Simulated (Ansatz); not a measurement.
`O=C([SiH3])S[SiH3]` + H₂S → `O=C([SiH3])S` + `[SiH3]S`  (substitution at a C–S bond)

Gas-phase electronic energies from Ansatz, PBE0-D4/def2-TZVP geometries. CCSD(T)/CBS adds triple-zeta CCSD(T) − MP2 to the extrapolated MP2 energy (def2 sets, frozen cores). This one scheme is used for every species. Each species was taken in one conformer, which may not be the lowest.

`O=C([SiH3])S[SiH3]`:

```xyz
11

O     1.184   -0.529   -0.491
C     0.042   -0.149   -0.547
Si   -1.007   -0.189   -2.161
S    -0.811    0.501    0.886
Si    0.852    0.262    2.243
H    -1.439    1.197   -2.469
H    -2.197   -1.041   -1.920
H    -0.159   -0.742   -3.242
H     1.220   -1.166    2.364
H     0.316    0.766    3.531
H     1.998    1.090    1.806
```

H₂S:

Cartesian coordinates in Å:
```
S 0.278 -0.416 -0.364
H -0.195 0.822 -0.563
H -0.083 -0.406 0.927
```

`O=C([SiH3])S`:

Z-matrix (Å, degrees):
```
Si
C 1 1.927
H 1 1.482 2 107.1
H 1 1.484 2 110.0 3 120.6
H 1 1.482 2 107.1 3 -118.8
S 2 1.785 1 115.2 3 -120.6
O 2 1.201 1 121.5 3 59.4
H 6 1.346 2 95.2 1 -180.0
```

`[SiH3]S`:

```xyz
6

Si   -0.027    0.511    0.129
S    -0.757   -1.402   -0.483
H     0.598    0.453    1.475
H    -1.226    1.382    0.164
H     0.965    1.052   -0.835
H     0.447   -1.997   -0.449
```

```csv
species,CCSD(T)/CBS(def2) energy (Eh)
`O=C([SiH3])S[SiH3]`,-1092.76485
H₂S,-398.97279
`O=C([SiH3])S`,-802.46120
`[SiH3]S`,-689.27336
```

(1) Work out ΔE.

Largest T1 diagnostic among the species: 0.017.

Results:

(1) ΔE = (-802.46120) + (-689.27336) − (-1092.76485) − (-398.97279) = 0.00308 Eh = +8.1 kJ/mol.

In def2-TZVPP, CCSD(T) changes the Hartree–Fock value by +9.2 kJ/mol (the triples alone add +1.9 kJ/mol) and MP2 by +10.5 kJ/mol. The D4 term adds +6.5 kJ/mol with B3LYP and +3.7 kJ/mol with PBE0; it sums over pairs of atoms, weighted by their polarisabilities, and B3LYP, whose exchange is more repulsive, gets the larger term.

B3LYP here is the variant with VWN-RPA as its local correlation; programs differ in this.
